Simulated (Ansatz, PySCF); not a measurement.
Energy difference R1 → P1, each structure at its B3LYP-D3(BJ)/def2-TZVP stationary point, reached from a drawn start; harmonic modes at that level show minima.
R1, CHN (SMILES C#N) (charge 0, multiplicity 1):
```xyz
3

C     -0.02647    -0.00041     0.00000
N      1.11956     0.01677     0.00000
H     -1.09309    -0.01635     0.00000
```
P1, CHN (SMILES [C-]#[NH+]) (charge 0, multiplicity 1, Z-matrix in Å and degrees):
```
N
C 1 1.1640
H 1 0.9975 2 180.00
```

```tsv
level	reaction energy (kcal/mol)	minus CCSD(T)/cc-pVQZ
BLYP-D3(BJ)/def2-TZVPP	14.75	-0.01
revPBE/def2-TZVPP	15.01	0.24
revPBE-D3(BJ)/def2-TZVPP	14.85	0.09
B97M-V/def2-TZVPP	13.30	-1.46
B3LYP-D4/def2-TZVPP	13.88	-0.89
PBE0-D3(BJ)/def2-TZVPP	13.64	-1.12
PBE0-D4/def2-TZVPP	13.67	-1.10
CAM-B3LYP-D3(BJ)/def2-TZVPP	13.11	-1.65
wB97M-V/def2-TZVPP	12.25	-2.51
B2PLYP-D3(BJ)/def2-TZVPP	15.24	0.48
MP2/cc-pVDZ	18.42	3.65
SCS-MP2/cc-pVDZ	17.89	3.12
CCSD(T)/cc-pVDZ	15.57	0.80
CCSD(T)/cc-pVQZ	14.77	0.00
```

 The comparison column counts from a level with limits of its own.

P less R. No zero-point or thermal terms.

Frozen-core correlation throughout.

Programs: Ansatz (Gaussian orbitals); PySCF for the D3/D4 terms. No computed number here is a measurement.

Ansatz is a program for electronic structure.
